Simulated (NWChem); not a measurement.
Species: C2H5ClSi; SMILES C=C[SiH2]Cl

```xyz
9

Si    -0.7442    -0.0397    -0.0114
Cl     0.4112    -1.7646     0.0532
C      0.3063     1.4199    -0.4838
C      0.4742     2.4740     0.3238
H     -1.3289     0.1917     1.3398
H     -1.8223    -0.2858    -1.0109
H      0.8020     1.4230    -1.4633
H      1.0840     3.3375     0.0348
H      0.0096     2.5239     1.3155
```
Atoms are numbered in this order, from 1.

Structure relaxed at the PBE0/def2-SVP level.

Problem. List the 6 lowest vertical singlet excitations and the 6 lowest triplet ones from B3LYP/def2-SVP, TDA (NWChem).

Solution. 
```
state  energy (eV)  oscillator strength  leading excitation (squared amplitude)
-----  -----------  -------------------  --------------------------------------
S1            6.27                0.005                    HOMO−1 → LUMO (0.65)
S2            6.48                0.008                    HOMO−2 → LUMO (0.58)
S3            7.33                0.103                    HOMO−3 → LUMO (0.72)
S4            7.49                0.245                      HOMO → LUMO (0.36)
S5            8.09                0.088                    HOMO → LUMO+1 (0.53)
S6            8.23                0.021                    HOMO−4 → LUMO (0.77)
T1            4.26       spin-forbidden                      HOMO → LUMO (0.86)
T2            5.84       spin-forbidden                    HOMO−1 → LUMO (0.54)
T3            6.30       spin-forbidden                    HOMO−2 → LUMO (0.55)
T4            6.98       spin-forbidden                    HOMO−3 → LUMO (0.78)
T5            7.61       spin-forbidden                    HOMO → LUMO+1 (0.81)
T6            7.75       spin-forbidden                  HOMO−1 → LUMO+1 (0.70)
```
